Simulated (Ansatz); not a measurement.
Snn (charge +1): gap (eV) at several levels, gas phase, relaxed structures; Ansatz. Clusters are the lowest isomers that short searches found in that spin, judged at the geometry's level. Core potentials for Sn in the def2 sets, no spin–orbit coupling. HOMO and LUMO are taken over both spins. The structures are stationary points that may keep the symmetry of their start. Remarks come from the PBE and PBE0 runs and from stability tests at other levels; not every state was tested.

```
species    state            geometry  PBE-D4/def2-SVP  PBE-D4/def2-TZVP  PBE0-D4/def2-SVP  PBE0-D4/def2-TZVP                remarks
   Sn3⁺  doublet   B3LYP-D4/def2-SVP             0.31              0.33              1.78               1.81  quartet lower at PBE0
   Sn4⁺  doublet   B3LYP-D4/def2-SVP             0.19              0.21              1.61               1.64                      –
   Sn6⁺  doublet  r2SCAN-D4/def2-SVP             0.50              0.50              1.87               1.88                      –
```

(1) Estimate the column for r2SCAN-D4/def2-TZVP.

(1) Sn3⁺ 0.69; Sn4⁺ 0.58; Sn6⁺ 0.94.

Over the 3 species that have every level, the mean is 0.34 at PBE-D4/def2-SVP, 0.35 at PBE-D4/def2-TZVP, 0.74 at r2SCAN-D4/def2-TZVP, 1.76 at PBE0-D4/def2-SVP, 1.77 at PBE0-D4/def2-TZVP. Orbital gaps grow with the share of exact exchange and aren't one observable across functionals.
